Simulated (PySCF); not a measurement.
## MF2- across the alkali metals

Level: PBE0, basis family def2-TZVPD, scalar-relativistic core potentials from Rb on and no relativity for lighter atoms.

Each entry is the lowest minimum that a search over a few typed start shapes (and spin states, where more than one is plausible) found, or that minimum re-optimised at the stated level; isomers with ligand–ligand bonds, or fragments after loss of a ligand pair, can lie lower. Open shells are unrestricted; no spin–orbit coupling; PySCF with density fitting.

| molecule | 2S+1 | point group | mean bond to the central atom (Å) | dipole (D) | gap (eV) | polar-tensor charge of the central atom | distinct angles (°) |
| --- | --- | --- | --- | --- | --- | --- | --- |
| LiF₂⁻ | 1 | D∞h | 1.688 | 0.00 | 6.83 | 0.78 | 180 |
| NaF₂⁻ | 1 | D∞h | 2.043 | 0.00 | 5.61 | 0.81 | 180 |
| KF₂⁻ | 1 | D∞h | 2.384 | 0.00 | 5.26 | 0.92 | 180 |
| CsF₂⁻ | 1 | C2v | 2.621 | 5.41 | 4.49 | 0.99 | 144 |

The bond lengthens at every step; the largest change, 0.355 Å, falls between LiF₂⁻ and NaF₂⁻ among the members listed.

The shape changes along the series: D∞h for LiF₂⁻ and NaF₂⁻ and KF₂⁻; C2v for CsF₂⁻.

The shape of CsF₂⁻ rests on a mode under 45 cm⁻¹ and is not firmly settled.

Left out of the table are members whose search was unfinished or whose lowest solution was spin-contaminated, unstable, very soft or bonded differently.
